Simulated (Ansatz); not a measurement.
Ansatz (a first-principles code) input (CCSD(T)/6-31G):

Ansatz 0.2 input:
```yaml
crystal:
  periodic: [false, false, false]
  atoms:
    - {symbol: B, position_ang: [-0.04295316, 0.00280648, 0.00419661]}
    - {symbol: C, position_ang: [1.49369313, -0.09759527, -0.14593697]}
    - {symbol: O, position_ang: [-0.78704283, 0.95631229, -0.64029487]}
    - {symbol: O, position_ang: [-0.76544671, -0.85487537, 0.79197637]}
    - {symbol: H, position_ang: [2.09127003, -0.84883965, 0.36014928]}
    - {symbol: H, position_ang: [2.07427263, 0.57667046, -0.76713157]}
    - {symbol: H, position_ang: [-0.26477324, 1.54780649, -1.18717034]}
    - {symbol: H, position_ang: [-0.22824608, -1.51559348, 1.23533937]}
basis:
  gaussian:
    orbitals: 6-31G
magnetization: {spin_polarized: true, initial_magnetization: 1}
correlation: {method: ccsd_t, electrons: outside_noble_gas}
```

Output:

```
Functional definition: HF
integrals: 0.02 GiB planned
531 factors; integrals over basis functions are off by at most 2.5e-4 eV
mean field: 0.10 GiB planned
mean field evaluation 1: about -5835.7759 eV, gradient 2.8e1 eV
mean field evaluation 2: about -5835.7785 eV, gradient 2.8e1 eV
mean field evaluation 4: about -5839.2066 eV, gradient 2.1e0 eV
mean field evaluation 8: about -5839.2502 eV, gradient 1.3e-1 eV
mean field evaluation 16: about -5839.2363 eV, gradient 5.9e-1 eV
mean field -5839.25049718 eV, -214.5884977852 hartree, gradient 5.4e-6 eV, S^2 0.758985; 0 other end points of the search recorded, 0 dependent functions left out
4 core orbitals not correlated
reference -5839.25049718 eV, -214.5884977852 hartree; 12, 11 occupied and 28, 29 virtual orbitals, 531 factors
second order -9.83761478 eV of doubles, -0.00000000 eV of singles
coupled cluster: 0.12 GiB planned
cycle   1  -10.03721238 eV  change   -2.0e-1 eV  update   9.0e-2
cycle   2  -10.37196539 eV  change   -3.3e-1 eV  update   2.8e-2
cycle   3  -10.48438501 eV  change   -1.1e-1 eV  update   1.6e-2
cycle   4  -10.48682564 eV  change   -2.4e-3 eV  update   4.7e-3
cycle   5  -10.48568409 eV  change    1.1e-3 eV  update   2.2e-3
cycle   6  -10.48585214 eV  change   -1.7e-4 eV  update   7.4e-4
cycle   7  -10.48585820 eV  change   -6.1e-6 eV  update   2.8e-4
cycle   8  -10.48590954 eV  change   -5.1e-5 eV  update   9.8e-5
cycle   9  -10.48594214 eV  change   -3.3e-5 eV  update   3.6e-5
cycle  10  -10.48593673 eV  change    5.4e-6 eV  update   1.5e-5
perturbative correction -0.20281902 eV, -0.0074534614 hartree
Total energy: -5849.93925293 eV, -214.9813023139 hartree
```

It need not be the lowest isomer of its formula.
